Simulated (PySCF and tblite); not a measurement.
Values are calculated unless marked as measured or tabulated.
Molecule: C₃H₈GeSe, numbered as in [CH2:1]1[CH2:2][Se:3][CH2:4][GeH2:5]1; H named by carrier, a and b as here (phase angle P 288°, Å):

```
C1      -1.084    0.488    0.528
C2      -1.241   -0.957    0.100
Se3      0.455   -1.951    0.338
C4       1.659   -0.489   -0.218
Ge5      0.563    1.158   -0.343
H1a     -0.970    0.548    1.612
H1b     -1.974    1.056    0.256
H2a     -1.986   -1.495    0.690
H2b     -1.509   -1.027   -0.957
H4a      2.118   -0.767   -1.166
H4b      2.442   -0.416    0.535
H5a      0.338    1.533   -1.782
H5b      1.198    2.331    0.350
```

The ring 1–2–3–4–5 is held at Altona–Sundaralingam phase angles P (ν_j = ν_max cos(P + 144°(j − 2)), ν_j about the bond from ring atom j to j + 1, counted from 0) and the rest relaxed at GFN2-xTB. Energies: PBE0/pcSseg-1 + D3(BJ). Couplings: B3LYP/pcseg-1 with H pcJ-1, gas phase, for ¹H. Programs: tblite and PySCF.

One held structure gave ³J(H1a,H2b) = 9.1, ³J(H1b,H2a) = 2.2, ³J(H1a,H2a) = 14.3, ³J(H1b,H5b) = 4.1, ³J(H1a,H5a) = -0.3, ³J(H1b,H2b) = 13.5, ³J(H4a,H5b) = 6.3, ³J(H4b,H5a) = -1.5 Hz.

Problem. At which phase angle P was it held?
A. 144°
B. 72°
C. 360°
D. 216°
E. 288°

Solution. C. It lies 1.79 kcal/mol above the lowest point.

Spin–orbit effects of heavy atoms are missing.
